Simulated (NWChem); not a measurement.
# Atomisation of dimethyl telluride (C2H6Te)

```xyz
9

C     -1.5951     0.0000    -1.0801
Te     0.0000     0.0000     0.4006
C      1.5951     0.0000    -1.0801
H     -1.5297    -0.9099    -1.7047
H     -2.5528     0.0000    -0.5262
H     -1.5297     0.9099    -1.7047
H      1.5297    -0.9099    -1.7047
H      2.5528     0.0000    -0.5262
H      1.5297     0.9099    -1.7047
```
Charge 0, spin multiplicity 1.

Program: NWChem. The geometry was optimised at PBE/def2-SVP with def2 effective core potentials on Te, held to C2v symmetry and with no frequency check, so it may be a saddle point.

Basis set: def2-TZVP. The atomisation energy is electronic alone: no zero-point, thermal, spin-orbit or counterpoise terms. No value is extrapolated to the basis-set limit. Free atoms are single determinants with multiplicities C 3, Te 3, H 2. Correlated methods freeze the same cores in atoms and molecule, 6 orbitals in all.

Relative cost: rough, from shared machines, SCF included, HF = 1. Costs are the molecule's.

Effective core potentials replace the inner electrons of Te; spin-orbit coupling is left out. B3LYP has NWChem's definition, with VWN1-RPA local correlation. GW and range-separated runs recompute their integrals, the others keep them in memory, which bears on the times. The stability of the SCF solutions was not checked. Open-shell Hartree-Fock references start from PBE0 orbitals; any time given for them includes that run.

```
method                        atomisation energy (kcal/mol)  relative cost
----------------------------  -----------------------------  -------------
HF                                                    537.9              1
PBE                                                     [?]        under 3
PBE0                                                  731.1        under 3
B3LYP                                                   [?]        under 3
BHandHLYP                                               [?]        under 3
r2SCAN                                                  [?]        under 3
MP2                                                   708.9              4
LC-wPBE (omega 0.3 per bohr)                          729.8             10
```

### Question
Complete the blanks.

### Answer

- PBE, atomisation energy (kcal/mol): 741.2
- B3LYP, atomisation energy (kcal/mol): 728.1
- BHandHLYP, atomisation energy (kcal/mol): 710.5
- r2SCAN, atomisation energy (kcal/mol): 731.5
